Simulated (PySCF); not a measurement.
# `InChI=1S/C5H6N2/c6-3-5-1-2-7-4-5/h1,7H,2,4H2/p+1`, charge +1

Molfile (atoms numbered from 1):
```
C5H7N2
     RDKit          3D

 14 14  0  0  0  0  0  0  0  0999 V2000
    3.4597    0.9780    0.0458 N   0  0  0  0  0  0  0  0  0  0  0  0
    2.3427    0.7365    0.0331 C   0  0  0  0  0  0  0  0  0  0  0  0
    0.9671    0.4170    0.0179 C   0  0  0  0  0  0  0  0  0  0  0  0
   -0.0534    1.2072    0.3470 C   0  0  0  0  0  0  0  0  0  0  0  0
   -1.3589    0.4961    0.1781 C   0  0  0  0  0  0  0  0  0  0  0  0
   -0.9525   -0.9398    0.0078 N   0  0  0  0  0  0  0  0  0  0  0  0
    0.4817   -0.9432   -0.4232 C   0  0  0  0  0  0  0  0  0  0  0  0
    0.0054    2.2284    0.6738 H   0  0  0  0  0  0  0  0  0  0  0  0
   -2.0269    0.6197    1.0318 H   0  0  0  0  0  0  0  0  0  0  0  0
   -1.8748    0.8545   -0.7182 H   0  0  0  0  0  0  0  0  0  0  0  0
   -1.5564   -1.4380   -0.6530 H   0  0  0  0  0  0  0  0  0  0  0  0
   -1.0289   -1.4166    0.9128 H   0  0  0  0  0  0  0  0  0  0  0  0
    1.0383   -1.7628    0.0349 H   0  0  0  0  0  0  0  0  0  0  0  0
    0.5563   -1.0375   -1.5108 H   0  0  0  0  0  0  0  0  0  0  0  0
  1  2  3  0
  2  3  1  0
  3  4  2  0
  4  5  1  0
  5  6  1  0
  6  7  1  0
  7  3  1  0
  4  8  1  0
  5  9  1  0
  5 10  1  0
  6 11  1  0
  6 12  1  0
  7 13  1  0
  7 14  1  0
M  CHG  1   6   1
M  END
```

Computed with PySCF, GIAO wB97X-D/pcSseg-1 magnetisability, rotational g tensor and spin-rotation constants, non-relativistic, gas phase. Geometry: GFN2-xTB.

For an ion the centre-of-mass motion in the field is neglected.

Task: Give the nuclear spin-rotation constants along the inertial axes (H = +C I·J) beside the isotropic shieldings.

Result: Rotational constants 7.3504, 1.8048, 1.4959 GHz. A star marks the isotopologue with that one atom substituted, in its own axes.
```
atom  isotope  Caa (kHz)  Cbb (kHz)  Ccc (kHz)  mean (kHz)  σ (ppm)
  N1      14N      0.367      0.436      0.374       0.393    -86.5
  N6      14N      0.338      0.085      0.093       0.172    202.5
  H8       1H     -0.665      0.113     -0.207      -0.253     24.7
  H9       1H     -0.502     -0.163     -0.080      -0.248     27.0
 H10       1H     -0.724     -0.207      0.002      -0.310     27.0
 H11       1H     -0.436     -0.177     -0.135      -0.249     26.4
 H12       1H     -0.872     -0.224     -0.009      -0.368     26.6
 H13       1H     -0.839     -0.062     -0.100      -0.334     27.2
 H14       1H     -0.907     -0.176      0.009      -0.358     27.1
  C2     13C*     -0.115      0.774      0.633       0.431     74.9
  C3     13C*      3.013      0.563      0.234       1.270     66.4
  C4     13C*      3.416      0.664      0.233       1.438     40.7
  C5     13C*      1.399      0.285      0.365       0.683    126.7
  C7     13C*      1.129      0.357      0.360       0.615    127.2
```
For the geometry as given, no vibrational averaging.

Task: How do the rotational constants and the g tensor change when H8, H9, H10, H11, H12, H13, H14 are replaced by deuterium?

Result: Constants 5.6433, 1.6535, 1.3485 GHz; g 0.0029, -0.0072, 0.0028, against 0.0038, -0.0064, 0.0043 before.
